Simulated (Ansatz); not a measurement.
Reactions of `O[SiH2]C[SiH2]S`.

Computed with Ansatz on PBE0-D4/def2-TZVP structures; ΔE is electronic, products minus reactants. CCSD(T)/CBS is the MP2 limit (def2-TZVPP, def2-QZVPP) plus CCSD(T) − MP2 in def2-TZVPP, frozen cores. This one scheme is used for every species. Elements past krypton have def2 core potentials. For Sn outer-core shells are correlated without core-valence functions, which leaves a few kJ/mol of doubt a bond. Each species was taken in one conformer, which may not be the lowest.

(1) Order these by ΔE at CCSD(T)/CBS, lowest first. (Best estimate.)
A. `O[SiH2]C[SiH2]S` + `[SnH4]` → `S[SiH2][SnH3]` + `C[SiH2]O`
B. `O[SiH2]C[SiH2]S` + `BOCF` → `FCOB[SiH2]S` + `C[SiH2]O`
C. `O[SiH2]C[SiH2]S` + H₂S → `SC[SiH2]S` + `O[SiH3]`
D. `O[SiH2]C[SiH2]S` + `O[SiH2]OCS` → `SCO[SiH2]S` + `O[SiH2]C[SiH2]O`
E. `O[SiH2]C[SiH2]S` + `N[SiH3]` → `[SiH3]N[SiH2]S` + `C[SiH2]O`
F. `O[SiH2]C[SiH2]S` + `O[SiH3]` → `[SiH3]O[SiH2]S` + `C[SiH2]O`

Largest T1 diagnostic: 0.013, for `FCOB[SiH2]S`.

## Answers

(1) F (-110.4 kJ/mol), E (-61.3 kJ/mol), A (-22.0 kJ/mol), D (+0.8 kJ/mol), B (+31.2 kJ/mol), C (+66.0 kJ/mol).
